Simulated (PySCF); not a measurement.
**C₆ coefficients of unlike pairs at PBE**

Calculated with PySCF 2.14 from the dipole response of each species, C₆(A,B) = (3/π) ∫ α_A(iu) α_B(iu) du, in atomic units, from isotropic polarisabilities. For ions this is the dispersion term alone; charge-induced terms of lower order in 1/R come first.

| species | configuration | basis | relativity | α (bohr³) | C₆ (like pair) |
| --- | --- | --- | --- | --- | --- |
| P⁺ | [Ne] 3s2 3p2 (3P) | aug-cc-pV(Q+d)Z (7s6p5d3f2g) | none | 14.43 | 74.42 |
| O²⁺ | [He] 2s2 2p2 (3P) | dyall-acv3z (15s9p4d2f) | spin-free X2C | 1.743 | 2.331 |
| Cl⁺ | [Ne] 3s2 3p4 (3P) | dyall-acv3z (19s12p6d4f) | spin-free X2C | 8.815 | 41.86 |
| Cr³⁺ | [Ar] 3d3 (4F) | aug-cc-pwCVTZ-DK with one added diffuse shell each of s, p, d, f, g type (11s10p8d5f4g) | spin-free X2C | 2.213 | 5.613 |

(1) Estimate C₆ for Cr³⁺ with Cl⁺.

No spin-orbit coupling is included.

The other pairs:

| pair | C₆ |
| --- | --- |
| O²⁺, P⁺ | 12.15 |
| Cr³⁺, P⁺ | 17.31 |
| Cl⁺, O²⁺ | 9.639 |
| Cr³⁺, O²⁺ | 3.561 |
| Cl⁺, P⁺ | 54.71 |

Results:

(1) The integral gives 14.16. The combination rule 2 C_A C_B / (C_A α_B/α_A + C_B α_A/α_B) gives 14.30 and the geometric mean 15.33.
